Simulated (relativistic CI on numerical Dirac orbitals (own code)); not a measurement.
## How well does a small relativistic CI reproduce Cu III?

Computed by Dirac-Coulomb-Breit CI, separate exchange-only KLI orbitals for each configuration, a model potential for QED, valence Slater integrals scaled by 0.85, P86 correlation energy added to each configuration (own radial code, finite nucleus).

CI space (outside the closed core [Ar]): 3d9, 3d8.4s, 3d8.4p, 3d7.4s2, 3d8.5s, 3d8.4d, 3d8.5p, 3d7.4s.4p, 3d8.4f, 3d8.6s, 3d8.5d, 3d8.6p, 3d8.5f, 3d8.5g, 3d8.6d, 3d8.6f, 3d7.4p2, 3d7.4s.5s. Levels of other configurations are missing.

| Configuration | Term (tabulated) | J | Measured (cm⁻¹) | Computed | Error | Purity (%) |
| --- | --- | --- | --- | --- | --- | --- |
| 3d9 | 2D | 5/2 | 0.0 | 0 | 0 | 100 |
| 3d9 | 2D | 3/2 | 2071.7 | 1981 | -91 | 100 |
| 3d8.4s | 4F | 9/2 | 60805.2 | 55394 | -5411 | 100 |
| 3d8.4s | 4F | 7/2 | 62065.1 | 56630 | -5435 | 98 |
| 3d8.4s | 4F | 5/2 | 63148.8 | 57677 | -5471 | 99 |
| 3d8.4s | 4F | 3/2 | 63886.5 | 58403 | -5484 | 99 |
| 3d8.4s | 2F | 7/2 | 67016.7 | 61813 | -5204 | 97 |
| 3d8.4s | 2D | 5/2 | 77968.2 | 73255 | -4713 | 59 |
| 3d8.4s | 2D | 3/2 | 78780.0 | 73881 | -4899 | 86 |
| 3d8.4s | 4P | 3/2 | 80305.7 | 75766 | -4540 | 90 |
| 3d8.4s | 4P † | 1/2 | 80423.5 | 75966 | -4457 | 99 |
| 3d8.4s | 4P † | 5/2 | 80552.1 | 75815 | -4738 | 60 |
| 3d8.4s | 2P | 1/2 | 86133.7 | 81855 | -4279 | 99 |
| 3d8.4s | 2G | 9/2 | 89018.3 | 82713 | -6306 | 100 |
| 3d8.4s | 2G | 7/2 | 89046.7 | 82743 | -6303 | 100 |
| 3d8.4p | 4D° | 7/2 | 118884.9 | 111956 | -6929 | 96 |
| 3d8.4p | 4D° | 5/2 | 120577.9 | 113597 | -6981 | 96 |
| 3d8.4p | 4G° | 9/2 | 121337.7 | 114390 | -6947 | 64 |
| 3d8.4p | 4G° | 11/2 | 121699.1 | 114571 | -7129 | 100 |
| 3d8.4p | 4D° | 3/2 | 121864.5 | 114833 | -7031 | 97 |
| 3d8.4p | 4G° | 7/2 | 122504.1 | 115471 | -7033 | 77 |
| 3d8.4p | 4D° | 1/2 | 122837.3 | 115580 | -7257 | 99 |
| 3d8.4s | 2S | 1/2 | 122860.8 | 118261 | -4600 | 99 |
| 3d8.4p | 4G° | 5/2 | 123440.7 | 116376 | -7065 | 91 |
| 3d8.4p | 4F° | 9/2 | 123550.4 | 116270 | -7280 | 80 |
| 3d8.4p | 4F° | 5/2 | 125382.1 | 118072 | -7310 | 84 |
| 3d8.4p | 4F° | 3/2 | 125744.8 | 118465 | -7280 | 93 |
| 3d8.4p | 2G° | 7/2 | 126094.1 | 119138 | -6956 | 78 |
| 3d8.4p | 2F° | 7/2 | 126829.8 | 119825 | -7005 | 75 |
| 3d8.4p | 2F° | 5/2 | 128079.9 | 121699 | -6381 | 73 |
| 3d8.4p | 2D° | 3/2 | 128435.6 | 121728 | -6707 | 94 |
| 3d8.4p | 4P° | 3/2 | 136483.6 | 130303 | -6180 | 69 |
| 3d8.4p | 4P° | 5/2 | 136607.9 | 130394 | -6214 | 65 |
| 3d8.4p | 4P° | 1/2 | 137041.6 | 130894 | -6148 | 83 |
| 3d8.4p | 2F° | 5/2 | 138085.0 | 131469 | -6616 | 82 |
| 3d8.4p | 2F° | 7/2 | 138982.9 | 132153 | -6830 | 90 |
| 3d8.4p | 2D° | 3/2 | 138989.0 | 132586 | -6403 | 68 |
| 3d8.4p | 2P° | 1/2 | 139261.5 | 132584 | -6678 | 82 |
| 3d8.4p | 2D° | 5/2 | 139757.5 | 133291 | -6466 | 76 |
| 3d8.4p | 2P° | 3/2 | 140201.7 | 133397 | -6804 | 70 |
| 3d8.4p | 4D° | 5/2 | 142427.1 | 135988 | -6439 | 84 |
| 3d8.4p | 4D° | 3/2 | 142513.2 | 136052 | -6462 | 94 |
| 3d8.4p | 4D° † | 1/2 | 142550.8 | 136071 | -6480 | 98 |
| 3d8.4p | 4D° † | 7/2 | 142820.0 | 136176 | -6644 | 89 |
| 3d8.4p | 2D° | 5/2 | 144195.4 | 138052 | -6143 | 86 |
| 3d8.4p | 2D° | 3/2 | 144876.3 | 138868 | -6008 | 78 |
| 3d8.4p | 2P° | 3/2 | 145353.8 | 139333 | -6021 | 75 |
| 3d8.4p | 2H° | 9/2 | 146534.5 | 138669 | -7866 | 99 |
| 3d8.4p | 2P° | 1/2 | 146675.3 | 140562 | -6113 | 90 |
| 3d8.4p | 2H° | 11/2 | 147647.9 | 139636 | -8012 | 100 |
| 3d8.4p | 2S° | 1/2 | 147653.4 | 141375 | -6279 | 90 |
| 3d8.4p | 4S° | 3/2 | 147806.7 | 140995 | -6812 | 95 |
| 3d8.4p | 2F° | 7/2 | 147817.3 | 140115 | -7702 | 97 |
| 3d8.4p | 2F° | 5/2 | 148663.9 | 140845 | -7819 | 98 |
| 3d8.4p | 2G° | 7/2 | 153609.9 | 145206 | -8404 | 98 |
| 3d8.4p | 2G° | 9/2 | 153808.2 | 145377 | -8432 | 99 |
| 3d7.4s2 | 4F | 9/2 | 166159.4 | 157387 | -8773 | 96 |
| 3d7.4s2 | 4F | 7/2 | 167739.1 | 158937 | -8802 | 96 |
| 3d7.4s2 | 4F | 5/2 | 168857.0 | 160036 | -8821 | 96 |
| 3d7.4s2 | 4F | 3/2 | 169608.3 | 160775 | -8833 | 96 |
| 3d8.4p | 2P° | 1/2 | 182900.1 | 176703 | -6197 | 99 |

Measured levels from Sugar and Musgrove, J. Phys. Chem. Ref. Data 19, 527 (1990); pairs were made by configuration, J and term (by order where the table uses no LS term), so strongly mixed levels may be paired wrongly. Some J values or terms of the table were assigned by a fit.

Mean error by configuration (cm⁻¹): 3d9 -91; 3d8.4s -5220; 3d8.4p -6880; 3d7.4s2 -8807. Over the excited levels the mean absolute error is 6541 cm⁻¹ (60 of the 60 excited levels that our extract of the source holds in range could be paired), and the median relative error of those above 1,000 cm⁻¹ is 5.3 %. † marks terms whose computed intervals miss the measured ones by more than a factor of 2.5, or configurations far off the rest, from wrong mixing, a near crossing or a doubtful label or measurement; they are left out of the means.
